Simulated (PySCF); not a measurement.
Diatomics of O with group 15

PBE0 with double-zeta basis sets in PySCF, for the lowest determinant that a PBE0 search found; no spin–orbit coupling. De refers to high-spin ground-configuration atoms. A positive dipole means M(−)O(+).

| M | basis | state (unpaired electrons) | Re (Å) | ωe (cm⁻¹) | De (eV) | μ (D) |
| --- | --- | --- | --- | --- | --- | --- |
| N | aug-cc-pVDZ | doublet (π ↑) | 1.148 | 2032 | 6.52 | 0.13 |
| P | def2-SVP | doublet (π ↑) | 1.493 | 1270 | 5.58 | -2.08 |
| As | cc-pVDZ-PP/cc-pVDZ | doublet (π ↑) | 1.633 | 1001 | 4.28 | -2.64 |
| Sb | x2c-SVPall | doublet (π ↑) | 1.830 | 875 | 3.54 | -3.44 |

(1) By what factor does the well depth vary along the series?

The rows differ in basis set, which adds steps of its own.

Down a group the atoms grow and get heavier, so bonds lengthen and wavenumbers fall; this series shows no clear exception.

Spin–orbit coupling is left out, which matters for elements this heavy, above all for dissociation energies. States were picked by a PBE0 search and need not be the measured ground states.

Answers

(1) At PBE0 it runs from 3.54 eV (SbO) to 6.52 eV (NO), a factor of 1.84.
